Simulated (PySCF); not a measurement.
Atoms are numbered as in `[CH2:1]=[CH:2]/[CH:3]=[CH:4]/[C:5](=[CH2:6])[N:7]([SiH3:8])[SiH3:9]` (H(Xn): hydrogen on atom n). Ha(C1) is cis to C3; Ha(C6) is cis to C4; Hb(C1) is trans to C3; Hb(C6) is trans to C4.

- GIAO PBE0/pcSseg-1 shieldings
- coordinates at the GFN2-xTB level
- program: PySCF 2.14
- equivalent nuclei averaged, a single conformation, non-relativistic, in vacuum

References, each an isolated molecule treated in the same way: ¹³C (σ = 186.93 ppm) and ¹H (σ = 31.72 ppm) and ²⁹Si (σ = 349.16 ppm) against TMS; ¹⁵N (σ = 267.73 ppm) against NH3.

```
        atoms  nucleus  count  Hirshfeld charge  δ (ppm)
       Ha(C6)       ¹H      1              0.05     5.15
           C4      ¹³C      1             -0.05    139.4
           C6      ¹³C      1             -0.11        ?
           C1      ¹³C      1             -0.09    126.9
       Ha(C1)       ¹H      1              0.05        ?
       Hb(C6)       ¹H      1              0.04        ?
           C3      ¹³C      1             -0.04    140.7
           C5      ¹³C      1              0.05        ?
        H(C4)       ¹H      1              0.05     6.22
      Si8/Si9     ²⁹Si      2              0.34    -48.4
H(Si8)/H(Si9)       ¹H      6             -0.08     4.73
       Hb(C1)       ¹H      1              0.05     5.58
        H(C2)       ¹H      1              0.05     6.76
           C2      ¹³C      1             -0.04    144.8
        H(C3)       ¹H      1              0.04     6.58
           N7      ¹⁵N      1             -0.25        ?
```

Fill in the missing shifts.

## Answers


- C5: 162.7 ppm, alkene carbon bearing nitrogen; an sp2 carbon further deshielded by the attached heteroatom
- C6: 117.4 ppm, β carbon of an enol-ether or enamine type C=C
- Ha(C1): 5.67 ppm, hydrogen on a terminal =CH2 carbon; olefinic region
- Hb(C6): 5.20 ppm, hydrogen on a β carbon of an enol-ether or enamine type C=C; olefinic region
- N7: 34.5 ppm, enamine nitrogen

Shifts are as computed. Against solution values, carbons near 30 ppm lie about +3 ppm off and those near 130 ppm about +5 ppm. Of 1211 compounds with measured shifts, 218 miss one by over three times the rms of a fit or turn the order of signals round; such compounds aren't used in these exercises. Experimental scales use liquid or dissolved standards, which lie at an offset from isolated NH3 (liquid NH3: subtract about 20 ppm).
